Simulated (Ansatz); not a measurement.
`B[SiH2][SiH3]` + `OBCl` → `[SiH3][SiH2]OBCl` + BH₃  (cleavage of the Si–B bond)

Isolated molecules relaxed with PBE0-D4/def2-TZVP in Ansatz; ΔE leaves out vibrations. CCSD(T)/CBS is the MP2 limit (def2-TZVPP, def2-QZVPP) plus CCSD(T) − MP2 in def2-TZVPP, frozen cores. This one scheme is used for every species. Functionals use def2-TZVPP. B3LYP here is the variant with VWN-RPA as its local correlation; programs differ in this. One conformer a species, not always the lowest.

| level | ΔE (kcal/mol) | difference from CCSD(T)/CBS |
| --- | --- | --- |
| PBE-D4 | -13.4 | 6.5 |
| r2SCAN-D4 | -17.3 | 2.6 |
| PBE0-D4 | -15.7 | 4.2 |
| B3LYP-D4 | -20.1 | -0.2 |
| ωB97X-V | -19.7 | 0.2 |
| ωB97M-V | -20.0 | -0.1 |
| B2PLYP | -20.4 | -0.5 |
| PBE | -12.7 | 7.2 |
| r2SCAN | -17.0 | 2.9 |
| PBE0 | -15.0 | 4.9 |
| B3LYP | -19.0 | 0.9 |
| HF/def2-TZVPP | -25.7 | -5.8 |
| MP2/def2-TZVPP | -21.5 | -1.6 |
| SCS-MP2/def2-TZVPP | -22.6 | -2.7 |
| CCSD/def2-TZVPP | -20.4 | -0.5 |
| CCSD(T)/def2-TZVPP | -19.7 | 0.2 |
| HF/def2-QZVPP | -26.2 | -6.3 |
| MP2/def2-QZVPP | -21.8 | -1.9 |
| SCS-MP2/def2-QZVPP | -22.8 | -2.9 |
| HF/CBS(def2) | -26.2 | -6.3 |
| MP2/CBS(def2) | -21.7 | -1.8 |
| CCSD/CBS(def2) | -20.6 | -0.7 |
| CCSD(T)/CBS | -19.9 | 0 |

Largest T1 diagnostic among the species: 0.014.

The D4 term adds −1.0 kcal/mol with B3LYP and −0.6 kcal/mol with PBE0; it sums over pairs of atoms, weighted by their polarisabilities, and B3LYP, whose exchange is more repulsive, gets the larger term. From PBE to PBE0 (25 % exact exchange), in def2-TZVPP and without D4, ΔE moves by −2.3 kcal/mol.
